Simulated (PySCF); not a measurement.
CH3AlF2, charge -1, doublet, geometry from GFN2-xTB (such geometries of metal compounds can be far from the true shape) (a state made from the parent by changing its charge; the spin is typed, not shown lowest) (in this run its highest filled SCF level lies above zero, so its values depend strongly on the basis, on diffuse functions most of all), with bond 7-1 at 1.8 times its length; PBE/3-21G in PySCF.

PySCF was given this input:
```python
from pyscf import gto, scf, dft

mol = gto.M(
    atom='''
Al   -0.09872105    0.19641926   -0.09578282
C    -1.57962885   -1.37604475   -0.01850943
H    -1.23342710   -2.24873298   -0.58545741
H    -2.57917316   -1.13168583   -0.40383831
H    -1.71963316   -1.71213550    1.01604952
F     0.54738745    1.82327043   -0.44471816
F     2.35235546   -1.27994771    1.14301484
''',
    basis='3-21g',
    charge=-1,
    spin=1,
    verbose=4,
)

mf = dft.UKS(mol)
mf.xc = 'pbe'
mf.kernel()
mo_i, mo_e, stable_i, stable_e = mf.stability(internal=True, external=False, return_status=True, nroots=6, tol=1e-6)
print('internally stable:', stable_i, ' externally stable:', stable_e)
if not stable_i:
    umf = mf.copy()
    umf.scf_summary = {}
    umf.kernel(umf.make_rdm1(mo_i, mf.mo_occ))
mf.analyze()
```

It wrote (shortened):

```
PySCF version 2.14.0

[INPUT] verbose = 4
[INPUT] num. atoms = 7
[INPUT] num. electrons = 41
[INPUT] charge = -1
[INPUT] spin (= nelec alpha-beta = 2S) = 1
[INPUT] symmetry False subgroup None
[INPUT] Mole.unit = angstrom
[INPUT] Symbol           X                Y                Z      unit          X                Y                Z       unit  Magmom
[...]
nuclear repulsion = 122.451109684195
number of shells = 28
number of NR pGTOs = 81
number of NR cGTOs = 46
basis = 3-21g
ecp = {}

******** <class 'pyscf.dft.uks.UKS'> ********
method = UKS
initial guess = minao
damping factor = 0
level_shift factor = 0
DIIS = <class 'pyscf.scf.diis.CDIIS'>
diis_start_cycle = 1
diis_space = 8
diis_damp = 0
SCF conv_tol = 1e-09
SCF conv_tol_grad = None
SCF max_cycles = 50
direct_scf = True
direct_scf_tol = 1e-13
number electrons alpha = 21  beta = 20
XC library pyscf.dft.libxc version 7.1.2
    S. Lehtola, C. Steigemann, M. J. T. Oliveira, and M. A. L. Marques,  SoftwareX 7, 1–5 (2018)
XC functionals = pbe
    J. P. Perdew, K. Burke, and M. Ernzerhof,  Phys. Rev. Lett. 77, 3865 (1996)
    J. P. Perdew, K. Burke, and M. Ernzerhof,  Phys. Rev. Lett. 78, 1396 (1997)
    J. P. Perdew, K. Burke, and M. Ernzerhof,  Phys. Rev. Lett. 77, 3865 (1996)
    J. P. Perdew, K. Burke, and M. Ernzerhof,  Phys. Rev. Lett. 78, 1396 (1997)
radial grids:
    Treutler-Ahlrichs [JCP 102, 346 (1995); DOI:10.1063/1.469408] (M4) radial grids

becke partition: Becke, JCP 88, 2547 (1988); DOI:10.1063/1.454033
pruning grids: <function nwchem_prune>
grids dens level: 3
symmetrized grids: False
atomic radii adjust function: <function treutler_atomic_radii_adjust>
small_rho_cutoff = 0
Set gradient conv threshold to 3.16228e-05
tot grids = 91248
init E= -478.42513720887

cycle= 1 E= -478.642836743064  delta_E= -0.218  |g|= 0.868  |ddm|= 1.67
cycle= 2 E= -467.111998359536  delta_E= 11.5  |g|= 2.13  |ddm|= 6.05
cycle= 3 E= -477.395515223664  delta_E= -10.3  |g|= 1.97  |ddm|= 6.08
cycle= 4 E= -478.552802762033  delta_E= -1.16  |g|= 0.957  |ddm|= 0.991
cycle= 5 E= -478.585293244157  delta_E= -0.0325  |g|= 0.933  |ddm|= 0.349
cycle= 6 E= -478.617925037193  delta_E= -0.0326  |g|= 0.828  |ddm|= 0.331
cycle= 7 E= -473.103000683852  delta_E= 5.51  |g|= 2.64  |ddm|= 3.05
cycle= 8 E= -471.46622423242  delta_E= 1.64  |g|=  2.8  |ddm|= 0.869
cycle= 9 E= -471.772667255364  delta_E= -0.306  |g|= 2.75  |ddm|= 0.247
cycle= 10 E= -469.791958583607  delta_E= 1.98  |g|= 2.91  |ddm|= 1.81
[...]
converged SCF energy = -478.96275262501  <S^2> = 0.75708982  2S+1 = 2.0070773
<class 'pyscf.dft.uks.UKS'> wavefunction is stable in the internal stability analysis
internally stable: True  externally stable: None
Total Energy =                        -478.962752625010012
[...]
spin_pop of  0 Al 2pz      -0.00002
spin_pop of  0 Al 3px      -0.00071
spin_pop of  0 Al 3py       0.02334
spin_pop of  0 Al 3pz       0.03367
spin_pop of  0 Al 4px       0.00382
spin_pop of  0 Al 4py       0.00240
spin_pop of  0 Al 4pz       0.00184
spin_pop of  1 C 1s       -0.00000
spin_pop of  1 C 2s        0.07321
spin_pop of  1 C 3s        0.00263
spin_pop of  1 C 2px       0.08072
spin_pop of  1 C 2py       0.11915
spin_pop of  1 C 2pz       0.00882
spin_pop of  1 C 3px       0.00203
spin_pop of  1 C 3py       0.00243
spin_pop of  1 C 3pz       0.00006
spin_pop of  2 H 1s       -0.00178
spin_pop of  2 H 2s        0.00053
spin_pop of  3 H 1s       -0.00351
spin_pop of  3 H 2s        0.00058
spin_pop of  4 H 1s       -0.00178
spin_pop of  4 H 2s        0.00053
spin_pop of  5 F 1s        0.00000
spin_pop of  5 F 2s        0.01881
spin_pop of  5 F 3s        0.00123
spin_pop of  5 F 2px       0.00589
spin_pop of  5 F 2py       0.05901
spin_pop of  5 F 2pz      -0.00773
spin_pop of  5 F 3px       0.00006
spin_pop of  5 F 3py       0.00086
spin_pop of  5 F 3pz       0.00005
spin_pop of  6 F 1s       -0.00000
spin_pop of  6 F 2s        0.00048
spin_pop of  6 F 3s       -0.00008
spin_pop of  6 F 2px       0.09075
spin_pop of  6 F 2py       0.04910
spin_pop of  6 F 2pz       0.00332
spin_pop of  6 F 3px      -0.00007
spin_pop of  6 F 3py      -0.00005
spin_pop of  6 F 3pz      -0.00003
 ** Mulliken Spin Density (per atom)  **
spin density of  0 Al =      0.49476
spin density of  1 C =      0.28905
spin density of  2 H =     -0.00125
spin density of  3 H =     -0.00293
spin density of  4 H =     -0.00125
spin density of  5 F =      0.07820
spin density of  6 F =      0.14342
 ** Mulliken pop alpha/beta on meta-lowdin orthogonal AOs **
 ** Mulliken pop       alpha | beta **
In total            21.00000 | 20.00000
 ** Mulliken atomic charges   ( Nelec_alpha | Nelec_beta ) **
charge of  0Al =      0.14434  (     6.67521      6.18045 )
charge of  1C =     -0.56034  (     3.42469      3.13565 )
charge of  2H =      0.08854  (     0.45511      0.45635 )
charge of  3H =      0.07042  (     0.46333      0.46626 )
charge of  4H =      0.08854  (     0.45511      0.45635 )
charge of  5F =     -0.36103  (     4.71961      4.64142 )
charge of  6F =     -0.47047  (     4.80694      4.66352 )

WARN: System has nonzero charge -1; the dipole moment is origin-dependent.
Location of origin: [0. 0. 0.]

Dipole moment(X, Y, Z, Debye): -4.93448,  1.27461, -1.92512
```
